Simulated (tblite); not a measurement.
Compound: ClGe2H6N.
Structure used (GFN2-xTB), in Å, numbered top down from 1:
```
atom  x, y, z in Å
Cl1    2.1765   -0.5254    1.8378
Ge2    1.5853   -0.1880   -0.1461
N3     0.0043    0.6990   -0.2260
Ge4   -1.6313   -0.0592    0.0092
H5     2.6226    0.6767   -0.8189
H6     1.3880   -1.5079   -0.8347
H7     0.0532    1.6765    0.0225
H8    -1.6508   -1.2761   -0.8551
H9    -1.9084   -0.4489    1.4336
H10   -2.6306    0.9580   -0.4449
```

All values are computed: GFN2-xTB (tblite) harmonic vibrations without scaling, gas phase. Errors from tens to a few hundred cm⁻¹ against measured bands are possible. Modes of hydrogen on germanium can be 10 to 20 % off. One conformer, not necessarily the lowest.

Harmonic wavenumbers (cm⁻¹): 38.5, 75.1, 121.5, 173.9, 355.3, 383.5, 420.5, 493.3, 550.9, 588.6, 662.9, 669.1, 729.9, 784.0, 789.2, 818.4, 841.7, 1101.6, 1902.4, 1951.6, 1972.5, 2023.3, 2074.7, 3412.1.

A = 4594, B = 858.2, C = 758.1 MHz; mass 202.861 u (most abundant isotopes); point group C1, symmetry number 1.

Problem. What is the zero-point energy?

Solution. Half the sum of the wavenumbers: 11467 cm⁻¹ = 137.18 kJ/mol.

Problem. Entropy at 500 K, 1 bar (ideal gas, RRHO, classical rotation)?

Solution. Translation 185.86, rotation 128.06, vibration 144.70: S = 458.6 J/(mol K).

Problem. And Cp and H(500 K) − H(0)?

Solution. Cp = 157.32 J/(mol K), of which vibrations give 124.06 (their classical limit is 24 R = 199.5); H(500 K) − H(0) = 52.07 kJ/mol without the zero-point energy, 35.44 from vibrations.

Problem. Blend soft modes into free rotors: weight 1/[1 + (100 cm⁻¹/ν̃)⁴] for the oscillator and the rest for a rotor with moment μB/(μ + B), μ = h/(8π²ν), B = 10⁻⁴⁴ kg m². What vibrational entropy results?

Solution. 130.53 J/(mol K) in place of 144.70, which changes −T·S at 500 K by +7.08 kJ/mol.

Problem. Which modes carry the vibrational entropy at 500 K?

Solution. 38.5 cm⁻¹: 26.61; 75.1 cm⁻¹: 21.07; 121.5 cm⁻¹: 17.09; 173.9 cm⁻¹: 14.16; 355.3 cm⁻¹: 8.48; 383.5 cm⁻¹: 7.90 J/(mol K); the other 18 give 49.38 together.

Problem. How do the functions run with temperature in this model?

Solution. 
```csv
T (K),S (J/(mol K)),Cp (J/(mol K)),H − H(0) (kJ/mol),G − H(0) (kJ/mol),ln q(vib)
50,250.1,51.2,2.07,-10.44,0.56
100,289.8,64.4,4.97,-24.01,1.56
298.15,386.3,121.8,23.53,-91.65,5.28
373.15,415.4,137.7,33.28,-121.73,6.65
750,527.6,182.3,94.79,-300.88,12.87
1000,582.2,197.4,142.40,-439.85,16.37
```

q(vib) and H(0) count from the zero-point level.

Hindered rotation and anharmonicity are outside this model. Other conformers, if any are populated, would add a mixing term that is left out. The structure is chiral; the term R ln 2 for an equal mix with its mirror image is left out.
